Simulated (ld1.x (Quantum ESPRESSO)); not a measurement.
**What one change does to a pseudopotential (titanium, TM)**

* Element: titanium (Ti)
* Generator: ld1.x (Quantum ESPRESSO) 7.5
* Type: norm-conserving Troullier–Martins (Kleinman–Bylander form)
* Functional: PBE
* Relativity: scalar-relativistic
* Frozen core: [Ar]
* Valence charge: 4
* Reference configuration: 3d2 4s1 4p0 (charge +1)
* Partial waves: 4p (bound, empty): rc 2.75 bohr; 3d (bound): rc 2.45 bohr; 4s (bound): rc 2.20 bohr
* Local potential: the s channel
* Core correction: a·sin(br)/r model core inside 1.35 bohr

Change: wave 3d (bound): rc 2.45 bohr becomes 3d (bound): rc 1.92 bohr.

Cutoffs: the cutoffs (Ry, on a coarse ladder) from which the occupation-weighted sum of valence levels, in a spherical-Bessel basis at the reference potential, stays within 10 and 1 mRy of its value at 400 Ry; they do not see the model core or the augmentation charge, which bear on the density cutoff. Errors are all-electron minus pseudo energies relative to the spin-unpolarised reference configuration.

What does the change do?

The potential gets harder (40 Ry and 50 Ry → 55 Ry and 70 Ry); the number of tests that count goes from 7 to 3; of the 3 tests that both files solve, the error grows in 2 and shrinks in 0 by more than 15 % and 0.3 meV (median size 15.1 → 13.9 meV); neither file shows a bound ghost at the reference potential, the only one tested. A smaller radius makes the pseudo-wave follow the all-electron one further in, where it bends more sharply, so more plane waves are needed.

| quantity | base | changed |
| --- | --- | --- |
| cutoff, loose | 40 Ry | 55 Ry |
| cutoff, tight | 50 Ry | 70 Ry |
| loose cutoff by channel (10 mRy a level) | d 40 Ry, s 10 Ry | d 50 Ry, s 10 Ry |
| bound ghosts | none | none |
| tests counted (converged, no solver errors) | 7 of 7 | 3 of 7 |
| error for 3d2 4s2 4p0, meV [ΔE -7.35 eV] | -0.3 | -1.2 |
| error for 3d2 4s0 4p0, meV [ΔE 13.57 eV] | -15 | -14 |
| error for 3d3 4s1 4p0, meV [ΔE -6.24 eV] | -111 | -148 |
| s: phases at 3.01 bohr within 0.05 rad from the reference energy up to (Ry; the scan ends near 5) | 0.9 | 0.9 |
| p: phases at 3.01 bohr within 0.05 rad from the reference energy up to (Ry; the scan ends near 5) | 3.3 | 3.3 |
| d: phases at 3.01 bohr within 0.05 rad from the reference energy up to (Ry; the scan ends near 5) | -0.1 | -0.1 |

Changed file: Tests not counted: 3d1 4s0 4p0 (solver errors, printed error -537 meV); 3d1 4s2 4p1 (solver errors, printed error -375 meV); 3d1 4s2 4p0 (solver errors, printed error -295 meV); 3d3 4s0 4p0 (solver errors, printed error -246 meV).
